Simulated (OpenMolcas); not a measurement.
# Levels of Cd I by method

* Program: OpenMolcas
* Basis: ANO-RCC-VTZP [7s6p4d2f1g]
* Scalar Hamiltonian: DKH2, point nucleus
* Active space: 2 electrons in 4 orbitals (5s 5p)
* State averaging: 2S+1 = 3 even, 3 roots; 2S+1 = 1 even, 1 root; 2S+1 = 3 odd, 3 roots; 2S+1 = 1 odd, 3 roots
* Spin-orbit coupling: RASSI with atomic mean-field integrals over the reference wave functions, term energies averaged over their components

Methods on the same reference wave functions:
A. CASSCF
B. SS-CASPT2, IPEA 0.25 Eh, imaginary shift 0.1 Eh (closed shells correlated: 4d)
C. XMS-CASPT2, IPEA 0.25 Eh, imaginary shift 0.1 Eh (closed shells correlated: 4d)

Energies in eV above 5s² ¹S₀, the measured ground level; measured values from NIST Handbook of Basic Atomic Spectroscopic Data.

```
     Level       A       B       C  Measured
   5s² ¹S₀  0.0000  0.0000  0.0000    0.0000
5s 5p ³P°₀  3.2350   3.671   3.637    3.7337
5s 5p ³P°₁  3.2922   3.728   3.694    3.8009
5s 5p ³P°₂  3.4108   3.847   3.813    3.9460
5s 5p ¹P°₁  5.7307   5.648   5.602    5.4172
```

Deviations, from unrounded energies. A percentage is the sum of absolute deviations over the sum of measured energies, with the sign that they share, or ± where signs differ.

```json
{"Against measurement": "mean absolute deviation (cm-1)", "Levels": "4", "A": "3700", "B": "940", "C": "1000"}
{"Against measurement": "other configurations (%)", "Levels": "4", "A": "±11.0", "B": "±2.7", "C": "±3.1"}
```

B lies closest to measurement on these levels and A furthest from it. The largest miss of B in the table is 5s 5p ¹P°₁, by +1900 cm-1. The ranking rests on the paired levels alone, and a cruder setting can come out closer through cancelling errors.

Between B and C the level of the table that moves most is 5s 5p ¹P°₁, by 370 cm-1 (lowest in C, highest in B). Moves below CASPT2's spread within the term are not significant.

The lowest spin-free term lies below A's lowest term by 0.347 hartree in B, 0.347 hartree in C.

Term energies are means over components that CASPT2 splits; among the terms shown or strongly mixed into the levels shown the widest spread is 96 cm-1 (5s 5p ¹P°, C). Without dynamic correlation excited terms often stand tens of per cent too high (terms of higher spin than the ground term too low), and those without a measured partner can miss by more than the paired ones (holds for A). Computed and measured levels are paired by configuration, term and J; levels that our copy of the source lacks, or whose pairing is in doubt (as where it misses far off the trend of its configuration), stay unpaired and out of the deviations. Levels of configurations outside the active space are missing. Levels that lie high or do not pair safely by name in every column are left out.

° marks odd parity.
